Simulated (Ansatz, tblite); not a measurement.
Forces on Li5Si at its PBE-D4/def2-TZVP geometry. The state is a doublet with charge 0.

The xTB rows come from tblite. The structure comes from a short search, and lower isomers may exist.

GFN1-xTB (tblite), largest force 0.61 eV/Å:

```xyz
6
positions Å, forces eV/Å
Li    0.469    1.521   -0.981   -0.113   -0.494    0.332
Li   -1.182   -1.153   -1.757    0.145    0.260    0.274
Li    1.039    0.629    2.066   -0.022   -0.064   -0.385
Li   -2.134    0.788    0.806    0.330   -0.112   -0.215
Li    1.971   -1.288   -0.451   -0.205    0.315    0.109
Si   -0.164   -0.496    0.316   -0.134    0.096   -0.115
```

PBE-D4/def2-TZVP (Ansatz), largest force 0.02 eV/Å:

```
Li -0.007 -0.016 0.010
Li -0.002 0.002 -0.002
Li -0.004 0.003 0.003
Li 0.003 0.000 -0.004
Li -0.002 -0.002 -0.005
Si 0.013 0.012 -0.001
```
